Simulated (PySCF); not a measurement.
C₂H₂O₃Si, SMILES O=C1OC(=O)[SiH2]1. Atoms are numbered in the order given.

```xyz
8

O      2.2390     0.0000     0.6538
C      1.1159     0.0000     0.2643
O      0.0000     0.0000     1.1411
C     -1.1159     0.0000     0.2643
O     -2.2390     0.0000     0.6538
Si     0.0000     0.0000    -1.3198
H      0.0000    -1.2319    -2.1419
H      0.0000     1.2319    -2.1419
```
Charge 0, spin multiplicity 1.

Geometry: TPSSh-D3(BJ)/def2-SVP.

Two levels are set side by side: PBE/pcSseg-1 (PySCF) and HF/pcSseg-1 (PySCF). GIAO shifts against H2O (¹⁷O), TMS (²⁹Si), TMS (¹H), TMS (¹³C) at the same level; non-relativistic, no solvent, atoms listed together averaged. Differences are taken from unrounded values.

| quantity | HF |
|---|---|
| δ(¹⁷O) of O1, O5 (ppm) | 570.0 |
| δ(¹³C) of C2, C4 (ppm) | 185.1 |
| δ(¹⁷O) of O3 (ppm) | 512.2 |
| δ(²⁹Si) of Si6 (ppm) | -20.1 |
| δ(¹H) of H7, H8 (ppm) | 5.27 |

### Question
What does PBE give, and how far is it from HF? (The exact figures need the calculation; the answer reports its results.)

### Answer

| quantity | PBE | PBE minus HF |
|---|---|---|
| δ(¹⁷O) of O1, O5 (ppm) | 548.1 | -21.9 |
| δ(¹³C) of C2, C4 (ppm) | 178.0 | -7.1 |
| δ(¹⁷O) of O3 (ppm) | 602.9 | 90.7 |
| δ(²⁹Si) of Si6 (ppm) | -29.4 | -9.3 |
| δ(¹H) of H7, H8 (ppm) | 5.72 | 0.45 |

Rough cost on one machine, each run with all the roots and properties that it gave: HF against PBE within a factor of 2.
